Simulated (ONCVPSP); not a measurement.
# Logarithmic derivatives: lithium, ONCV

```json
{
 "Element": "Li (Z = 3)",
 "Generator": "ONCVPSP 4.0.1",
 "Type": "optimised norm-conserving Vanderbilt (ONCV)",
 "Functional": "PBE",
 "Relativity": "scalar-relativistic",
 "Frozen core": "[He]",
 "Valence charge": "1",
 "Reference configuration": "2s0.75 2p0.25",
 "Partial waves": "2s: rc 2.15 bohr, ncon 5, nbas 8, qcut 3.6 1/bohr, 2 projectors, debl 3.6 Ha; 2p: rc 4.00 bohr, ncon 3, nbas 7, qcut 2.3 1/bohr, 2 projectors, debl 4 Ha; d scattering state at 0.38 Ha: rc 3.45 bohr, ncon 4, nbas 7, qcut 2.8 1/bohr, 2 projectors, debl 1.6 Ha",
 "Local potential": "polynomial inside 1.45 bohr (lpopt 5, dvloc0 3 Ha)",
 "Core correction": "none"
}
```

The phase is arctan(r·R′/R) of the radial function R(r), unwrapped; energies in Ha, scanned from -2 to 5 Ha. A pole is an energy at which the radial function vanishes at the test radius. The pseudo phase is shifted by a multiple of π to meet the all-electron one at the reference energy, and phase errors are pseudo minus all-electron; the curves can meet again beyond the range given. Levels narrower than the energy grid can be missing from the lists of poles.

**Question.** For each channel, where are the poles, and over which energies does the pseudopotential scatter like the atom?

**Answer.**

```
channel  radius (bohr)  reference energy (Ha)  poles, all-electron     poles, pseudo  unbroken range about the reference energy with phases within 0.05 rad  phase error 1 Ha above the reference energy (rad)
      s           2.18                  -0.11          -1.91, 1.48              1.43                                                             above -1.7                                             -0.009
      p           4.07                  -0.05     0.18, 1.16, 2.79  0.38, 3.02, 4.30                                                            -0.1 to 0.1                                             +2.934
      d           3.50                   0.38           0.96, 2.79        0.96, 2.80                                                              below 3.6                                             +0.001
```

Phases in the d channel:

```csv
E (Ha),all-electron,pseudo
-1.98,1.408,1.408
-1.62,1.389,1.389
-1.26,1.362,1.362
-0.90,1.320,1.320
-0.54,1.243,1.243
-0.18,1.050,1.050
0.18,0.030,0.030
0.54,-1.277,-1.277
0.90,-1.542,-1.541
1.26,-1.719,-1.719
1.62,-2.505,-2.502
1.98,-4.432,-4.432
2.34,-4.619,-4.619
2.70,-4.697,-4.695
3.06,-4.759,-4.755
3.42,-4.851,-4.832
3.78,-5.213,-5.033
4.14,-7.457,-6.939
4.50,-7.718,-7.638
4.86,-7.791,-7.749
```
